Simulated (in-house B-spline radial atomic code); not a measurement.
Radial electron density of Ca⁷⁺, [Ne] 3s2 3p1. Level of theory: non-relativistic M06-2X, spin-polarised, spherical fractional occupations, point nucleus; calculated with a radial B-spline atomic code at the basis-set limit.

Caution: exact exchange at fractional occupations of open shells leaves self-interaction of up to several eV.

Columns: r (bohr), 4πr²n(r) (electrons per bohr), bar.

```
 0.00286   0.4902 #
  0.0034    0.678 #
 0.00405   0.9373 ##
 0.00483    1.292 ##
 0.00575    1.765 ###
 0.00685    2.398 ####
 0.00816    3.229 ######
 0.00971    4.297 ########
  0.0116    5.686 ##########
  0.0138     7.37 #############
  0.0164    9.381 #################
  0.0196    11.79 ######################
  0.0233    14.38 ##########################
  0.0277    17.07 ###############################
   0.033    19.65 ####################################
  0.0394    21.81 ########################################
  0.0469    23.12 ##########################################
  0.0558    23.35 ###########################################
  0.0665    22.43 #########################################
  0.0792     20.6 ######################################
  0.0944    18.45 ##################################
   0.112    16.89 ###############################
   0.134    16.72 ###############################
   0.159    18.25 #################################
    0.19    20.98 ######################################
   0.226    23.41 ###########################################
    0.27    24.03 ############################################
   0.321    21.79 ########################################
   0.382    17.15 ###############################
   0.455    11.61 #####################
   0.543    6.973 #############
   0.646      4.6 ########
    0.77    4.012 #######
   0.917    3.933 #######
    1.09    3.355 ######
     1.3    2.195 ####
    1.55     1.05 ##
    1.85   0.3507 #
     2.2  0.08117 
    2.62  0.01191 
    3.12 0.001052 
    3.71 4.845e-05
```

On this grid the curve has 2 maxima, near 0.0558, 0.27 bohr.

The 3s down radial function P(r) = rR(r), positive near the nucleus:

| r (bohr) | P |
| --- | --- |
| 0.001 | 0.01993 |
| 0.00142 | 0.02806 |
| 0.00201 | 0.03925 |
| 0.00286 | 0.0549 |
| 0.00405 | 0.07589 |
| 0.00575 | 0.1041 |
| 0.00816 | 0.1405 |
| 0.0116 | 0.1858 |
| 0.0164 | 0.2368 |
| 0.0233 | 0.2884 |
| 0.033 | 0.3247 |
| 0.0469 | 0.3208 |
| 0.0665 | 0.2414 |
| 0.0944 | 0.05644 |
| 0.134 | -0.2258 |
| 0.19 | -0.505 |
| 0.27 | -0.5831 |
| 0.382 | -0.2669 |
| 0.543 | 0.406 |
| 0.77 | 1.008 |
| 1.09 | 1.061 |
| 1.55 | 0.5807 |
| 2.2 | 0.1527 |
| 3.12 | 0.01484 |
